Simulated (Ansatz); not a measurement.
**Redistribution: C2H3Br + C5H10S → C2H4S + C5H9Br**

Species: C2H3Br (vinyl bromide) `C=CBr`, singlet; C5H10S (cyclopentanethiol) `SC1CCCC1`, singlet; C2H4S `C=CS`, singlet; C5H9Br (bromocyclopentane) `BrC1CCCC1`, singlet. The partners trade Br for SH; both sit on C, so the bond types are kept.

Shapes, held fixed at every level: PBE0-D4/def2-TZVP. Flexible molecules stand in one conformer, not always the lowest. Programs: Ansatz 0.2.0. Electronic energies: no zero-point or thermal term.

```json
{"level": "HF/def2-TZVPP", "kind": "Hartree–Fock", "ΔE (kJ/mol)": "-15.1", "less CCSD(T)/def2-TZVPP": "-2.7"}
{"level": "PBE-D4/def2-TZVPP", "kind": "GGA", "ΔE (kJ/mol)": "-14.4", "less CCSD(T)/def2-TZVPP": "-2.0"}
{"level": "B3LYP-D4/def2-TZVPP", "kind": "global hybrid", "ΔE (kJ/mol)": "-14.4", "less CCSD(T)/def2-TZVPP": "-2.0"}
{"level": "PBE0-D4/def2-TZVPP", "kind": "global hybrid", "ΔE (kJ/mol)": "-14.0", "less CCSD(T)/def2-TZVPP": "-1.6"}
{"level": "wB97M-V/def2-TZVPP", "kind": "range-separated hybrid", "ΔE (kJ/mol)": "-12.5", "less CCSD(T)/def2-TZVPP": "-0.1"}
{"level": "wB97X-V/def2-TZVPP", "kind": "range-separated hybrid", "ΔE (kJ/mol)": "-12.4", "less CCSD(T)/def2-TZVPP": "0.0"}
{"level": "B2PLYP/def2-TZVPP", "kind": "double hybrid", "ΔE (kJ/mol)": "-14.6", "less CCSD(T)/def2-TZVPP": "-2.2"}
{"level": "CCSD(T)/def2-TZVPP", "kind": "coupled cluster or CI", "ΔE (kJ/mol)": "-12.4", "less CCSD(T)/def2-TZVPP": "0.0"}
```

The highest level, CCSD(T)/def2-TZVPP, gives ΔE = -12.4 kJ/mol; the levels span -15.1 to -12.4. The column of differences is taken from that level and isn't an error. No measured value is set beside it here. Relativity is left out for Br. Outer-core shells of Br are correlated in most correlated rows, in sets that cover them unevenly.
